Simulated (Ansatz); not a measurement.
```yaml
crystal:
  periodic: [false, false, false]
  atoms:
    - {symbol: B, position_ang: [-0.004092, 0.000080, -0.015138]}
    - {symbol: N, position_ang: [1.429803, -0.009715, -0.129648]}
    - {symbol: H, position_ang: [1.974050, -0.858274, 0.010122]}
    - {symbol: H, position_ang: [1.987410, 0.832324, -0.002858]}
    - {symbol: N, position_ang: [-0.726756, 1.243876, -0.084647]}
    - {symbol: H, position_ang: [-1.700542, 1.303707, 0.206600]}
    - {symbol: H, position_ang: [-0.251856, 2.142067, -0.018206]}
    - {symbol: N, position_ang: [-0.726161, -1.238921, 0.146988]}
    - {symbol: H, position_ang: [-0.264170, -2.130126, -0.028830]}
    - {symbol: H, position_ang: [-1.717676, -1.285018, -0.084385]}
basis:
  gaussian: {orbitals: cc-pVDZ, nuclear_model: gaussian}
hamiltonian: {xc: {name: revPBE}, dispersion: d3bj}
scf: {omitted_lower_state_checks: [starts]}
output: {forces: true}
```

```sh
$ ansatz run in.yaml --threads 2 --pin off --events-out ev --progress --plain --max-ram 4352MiB
```

It prints (some lines left out):

```
Functional definition: revPBE
1096 factors; their error is unknown
mean field evaluation 1: about -5229.6238 eV, gradient 9.0e1 eV
mean field evaluation 2: about -5203.3710 eV, gradient 1.4e2 eV
mean field evaluation 4: about -5245.8169 eV, gradient 1.8e0 eV
mean field evaluation 8: about -5245.8220 eV, gradient 2.9e-2 eV
mean field evaluation 16: about -5245.7801 eV, gradient 3.0e-5 eV
mean field -5245.78011528 eV, -192.7788635191 hartree, gradient 3.0e-5 eV, S^2 0.000000; 0 other end points of the search recorded, 0 dependent functions left out
reference -5245.78016047 eV, -192.7788651799 hartree; 16, 16 occupied and 70, 70 virtual orbitals, 1096 factors
Total energy: -5246.19021620 eV, -192.7939344499 hartree
Atom 0 at    -0.004092     0.000080    -0.015138 Å, force     0.018344     0.005561     0.029765 eV/Å
Atom 1 at     1.429803    -0.009715    -0.129648 Å, force     0.174088     0.000990    -0.092977 eV/Å
Atom 2 at     1.974050    -0.858274     0.010122 Å, force    -0.004097     0.008032     0.022367 eV/Å
Atom 3 at     1.987410     0.832324    -0.002858 Å, force    -0.001005    -0.006247     0.028880 eV/Å
Atom 4 at    -0.726756     1.243876    -0.084647 Å, force    -0.098686     0.148390    -0.097522 eV/Å
Atom 5 at    -1.700542     1.303707     0.206600 Å, force     0.009508     0.003616     0.021020 eV/Å
Atom 6 at    -0.251856     2.142067    -0.018206 Å, force    -0.001174    -0.007364     0.037608 eV/Å
Atom 7 at    -0.726161    -1.238921     0.146988 Å, force    -0.089430    -0.143938     0.128874 eV/Å
Atom 8 at    -0.264170    -2.130126    -0.028830 Å, force    -0.005465     0.000338    -0.041228 eV/Å
Atom 9 at    -1.717676    -1.285018    -0.084385 Å, force    -0.002083    -0.009377    -0.036786 eV/Å
Dipole moment:     0.029689     0.011355     0.059358 e Å
Checks for a lower state left out: starts
```

It took 1.1 s on 2 threads of Arm Neoverse V2 on a shared host.
